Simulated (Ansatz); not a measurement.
Ideal-gas functions of B$_{2}$ClH$_{3}$Se (`ClBB[SeH]`) at 500 K and 1 bar, from an Ansatz frequency run at PBE0-D4/def2-TZVP.

Molar mass 139.06 g/mol, point group C1 (symmetry number 1), electronic degeneracy 1, moments of inertia 36.872, 461.822, 481.181 u Å². Harmonic wavenumbers (cm⁻¹, unscaled): 60, 160, 208, 439, 580, 685, 740, 788, 825, 888, 1001, 1149, 2428, 2621, 2637.

Use S(trans) = R[1.5 ln M + 2.5 ln T − 1.1517]; rotational temperatures θ = 24.2544 K / I; S(rot) = R[ln(√π/σ · √(T³/θAθBθC)) + 1.5]; for each mode x = 1.438777 ν̃/T, S = R[x/(eˣ − 1) − ln(1 − e⁻ˣ)] and H = RT x/(eˣ − 1); 1 cm⁻¹ = 0.0119627 kJ/mol; R = 8.31446 J/(mol·K).

By hand: the entropy, in J/(mol·K).

Translation 181.1. Rotation: θ = 0.6578, 0.0525, 0.0504 K, giving 121.2. Vibration, mode by mode: 22.93, 14.84, 12.71, 6.90, 4.96, 3.90, 3.44, 3.09, 2.84, 2.46, 1.90, 1.36, 0.06, 0.04, 0.04, in all 81.5. Electronic 0.0. Sum 383.8 J/(mol·K).

By hand: H − E and G − E in kJ/mol, counted from the electronic energy.

Zero-point energy ½ × 15209 × 0.0119627 = 91.0; thermal vibration 20.6; translation, rotation and pV give 4 RT = 16.6. H − E = 128.2 kJ/mol, and G − E = 128.2 − 500 × 383.8/1000 = -63.7 kJ/mol.

Vibration gives 21 % of the entropy, 22.9 J/(mol·K) of it from the mode under 150 cm⁻¹: soft modes count most, and the harmonic formula is weakest for them. The sum counts one conformer and one mirror image; others add a mixing term.
